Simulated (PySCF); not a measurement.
# Deuteron quadrupole couplings in `O=C=C(Cl)CC(=O)[SiH3]`

Species: C4H5ClO2Si.
Geometry (GFN2-xTB, Å), atoms numbered from 1 in this order:
```
atom  x, y, z in Å
O1    -1.778    2.320    1.178
C2    -1.593    1.214    0.876
C3    -1.425   -0.035    0.551
Cl4   -1.811   -1.198    1.813
C5    -0.869   -0.529   -0.751
C6     0.459    0.176   -1.017
O7     0.588    0.915   -1.963
Si8    1.921   -0.159    0.190
H9    -1.563   -0.339   -1.575
H10   -0.691   -1.601   -0.669
H11    2.785    1.013    0.162
H12    2.592   -1.349   -0.335
H13    1.382   -0.427    1.520
```

Level: PBE0/pcSseg-1 (PySCF, non-relativistic); Q(2H) = 0.00286 b; rigid geometry, the same for H and D, with no vibrational averaging.

Problem. Rank these positions by the coupling χzz of a deuteron there, largest first.
A. H10 (methylene hydrogen)
B. H9 (methylene hydrogen)
C. H11 (Si–H hydrogen)

Solution. A (203 kHz), B (198 kHz), C (112 kHz).

Problem. Tabulate Vzz, the asymmetry η and χzz = 234.96 MHz × Q × Vzz for every hydrogen position.

Solution. 
```
atom  bonded to  bond length (Å)  Vzz (au)     η  χzz (kHz)
  H9         C5            1.094    0.2944  0.03        198
 H10         C5            1.090    0.3021  0.02        203
 H11        Si8            1.456    0.1670  0.00        112
 H12        Si8            1.464    0.1622  0.01        109
 H13        Si8            1.460    0.1630  0.02        110
```

Problem. Average by the element that carries the hydrogen.

Solution. on C: 200 kHz over 2 positions, mean bond length 1.092 Å; on Si: 110 kHz over 3 positions, mean bond length 1.460 Å.

Problem. Give the 2H NMR doublet splittings at H12 for a magnetic field along the z, y and x axes of the gradient: 3χ/2, 3χ(1 + η)/4, 3χ(1 − η)/4.

Solution. With |χ| = 109.0 kHz and η = 0.015: 163, 83 and 81 kHz, to first order and without motion.

Geometry: GFN2-xTB, one conformer, isolated molecule. GFN2-xTB frequencies show an imaginary mode (34i cm⁻¹), so this geometry is no minimum at that level. GFN2-xTB bond lengths can be off by several hundredths of an ångström, more for odd bonds, and the gradients follow them. With a basis this small, the couplings can be 20 % off.

The run behind these numbers computed NMR shieldings as well. The run took 28 s wall (with the writing of density and orbital grids) on an AMD EPYC 7R43 with one thread (shared host), and the process peaked at 0.80 GiB of memory.
